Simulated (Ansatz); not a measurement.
Several settings on one geometry of TiSe2 (the lowest singlet isomer of a short search) (that of the charge 0 singlet, r2SCAN-D4/def2-TZVP). Ansatz on 4 threads of INTEL XEON PLATINUM 8581C on a shared host; times are rough.

Cartesian coordinates in Å:
```
Ti -0.869 1.052 0.042
Se -0.459 -1.255 -0.257
Se 1.328 0.202 0.215
```

Totals from different functionals, basis sets or treatments of relativity can't be compared as stabilities.

DK, ANO-RCC and x2c sets are all-electron and run with scalar relativity unless a key says otherwise.

At r2SCAN-D4/def2-TZVP a triplet lies 1.05 eV below the restricted singlet of charge 0, at its own geometry.

The spins typed aren't always the lowest for that charge.

Give the basis size and estimate the energy, ⟨S²⟩, dipole and time of these runs.

| run | method | charge | state | further keys |
| --- | --- | --- | --- | --- |
| 1 | ROKS ωB97X-V/def2-TZVPD | 1 | doublet | scf: {omitted_lower_state_checks: [starts]} |
| 2 | RKS B97M-V/cc-pVTZ-DK | 0 | singlet | forces asked |
| 3 | RKS PBE/def2-TZVPP | 0 | singlet | scf: {lower_state_search: off} |
| 4 | RKS PBE0/def2-TZVPD | 0 | singlet | scf: {lower_state_search: off}; forces asked |


| run | functions | energy (Eh) | ⟨S²⟩ | dipole (D) | wall time |
| --- | --- | --- | --- | --- | --- |
| 1 | 162 | -5651.7571 | – | – | 18 s |
| 2 | 154 | -5712.2416 | – | 3.47 | 37 s |
| 3 | 160 | -5651.6357 | – | – | 1.2 s |
| 4 | 162 | -5651.7878 | – | 5.13 | 2.6 s |

The restricted singlet is unstable towards broken spin symmetry at other levels; at RKS B97M-V/cc-pVTZ-DK, RKS PBE/def2-TZVPP, RKS PBE0/def2-TZVPD this wasn't settled.
